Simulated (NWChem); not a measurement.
# Atomisation of HO$_{3}$S

```
S
O 1 1.4698
O 1 1.4786 2 122.77
O 1 1.6624 2 105.16 3 122.77
H 4 0.9750 1 107.37 2 -160.08
```
Charge 0, spin multiplicity 2.

The numbers come from NWChem runs, not from measurements. All single points use one geometry, from UB3LYP/def2-SVP, a minimum by its harmonic frequencies. It is one conformer; others weren't searched.

Basis set: def2-TZVP. The atomisation energy is electronic alone: no zero-point, thermal, spin-orbit or counterpoise terms. No value is extrapolated to the basis-set limit. Free atoms are single determinants with multiplicities O 3, S 3, H 2.

B3LYP has NWChem's definition, with VWN1-RPA local correlation. The structure started from a generated list of species. No SCF solution was tested for a lower state.

Problem. Order these methods by the atomisation energy they give, lowest first: LDA (SVWN5), PBE0, B3LYP, BLYP, BP86, PBE.

Solution. B3LYP (385.0 kcal/mol), PBE0 (389.1 kcal/mol), BLYP (403.4 kcal/mol), BP86 (424.3 kcal/mol), PBE (425.7 kcal/mol), LDA (SVWN5) (511.5 kcal/mol)
